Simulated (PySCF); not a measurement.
# Working out the ionisation energy of Ga¹⁴⁺

Ga¹⁴⁺ [Ne] 3s2 3p5 (2P) → Ga¹⁵⁺ [Ne] 3s2 3p4 (3P). Calculation: PySCF 2.14, in an even-tempered Gaussian basis (19 s from 0.93 bohr⁻², ratio 2.5; 12 p from 1.2 bohr⁻², ratio 2.5; 5 d from 7.8 bohr⁻², ratio 2.7; 4 f from 12 bohr⁻², ratio 2.7); the spin-free X2C one-electron Hamiltonian (Gaussian nucleus). Frozen: 1s2; the 22 highest virtual orbitals dropped. Energies in hartree (1 hartree = 27.21139 eV):

```
            part  Ga¹⁴⁺ (lower)  Ga¹⁵⁺ (upper)
             UHF   -1850.449050   -1831.765993
CCSD correlation      -0.574475      -0.542370
             (T)      -0.002835      -0.002729
```

**Question.** What does Hartree-Fock give?

**Answer.** (-1831.765993) − (-1850.449050) = 18.683057 hartree = 508.392 eV.

**Question.** What do CCSD and CCSD(T) give?

**Answer.** The CCSD correlation energies differ by 0.032105 hartree = 0.874 eV and the triples by 0.000106 hartree = 0.003 eV, so CCSD gives 509.266 eV and CCSD(T) 509.269 eV.

Reference: 508.8 ± 0.4 eV (semi-empirical (NIST evaluation); NIST Atomic Spectra Database, ionization energies), between the lowest levels; spin-orbit coupling is absent from the calculation.

What remains against the reference includes basis incompleteness, the frozen core and higher excitations.
